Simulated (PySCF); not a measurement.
C₂H₁₂OSi₃, SMILES O[Si@@H]([SiH3])CC[SiH3]. Atoms are numbered in the order given.

```xyz
18

O     -0.6412     0.0582    -1.5793
Si    -0.8848     0.1687     0.0761
Si    -2.6529    -1.2892     0.5601
C      0.6594    -0.3330     1.0390
C      1.8527     0.6266     0.9528
Si     2.5817     0.9185    -0.7657
H     -0.1133     0.7555    -1.9827
H     -1.2402     1.5778     0.4601
H     -2.9440    -1.2613     2.0293
H     -2.2852    -2.6905     0.1851
H     -3.8950    -0.9027    -0.1766
H      0.3533    -0.4623     2.0937
H      0.9439    -1.3401     0.6855
H      2.6844     0.2629     1.5825
H      1.5842     1.6164     1.3629
H      1.6509     1.7328    -1.6171
H      3.8593     1.6854    -0.6536
H      2.8426    -0.3722    -1.4714
```

Geometry: PBE0-D3(BJ)/def2-SVP. The structure was generated by enumeration; whether it is a known compound was not checked. Other conformers were not sampled.

These are PBE0/pcSseg-1 in PySCF values and carry that method's errors.

GIAO shieldings, no solvent; atoms listed in one row are averaged. δ = σ(ref) − σ: ¹⁷O against H2O (σ = 334.2 ppm); ²⁹Si against TMS (σ = 352.7 ppm); ¹³C against TMS (σ = 186.3 ppm); ¹H against TMS (σ = 31.56 ppm), references at their B3LYP-D3(BJ)/def2-TZVP geometries, non-relativistic.

Computed chemical shifts:
| nucleus | atoms | count | δ (ppm) |
|---|---|---|---|
| ¹⁷O | O1 | 1 | 36.7 |
| ²⁹Si | Si2 | 1 | 10.0 |
| ²⁹Si | Si6 | 1 | -58.5 |
| ²⁹Si | Si3 | 1 | -108.7 |
| ¹³C | C4 | 1 | 19.4 |
| ¹³C | C5 | 1 | 7.6 |
| ¹H | H8 | 1 | 5.62 |
| ¹H | H16, H17, H18 | 3 | 4.17 |
| ¹H | H9, H10, H11 | 3 | 3.69 |
| ¹H | H14 | 1 | 1.50 |
| ¹H | H13 | 1 | 1.28 |
| ¹H | H15 | 1 | 1.13 |
| ¹H | H7 | 1 | 1.11 |
| ¹H | H12 | 1 | 0.99 |
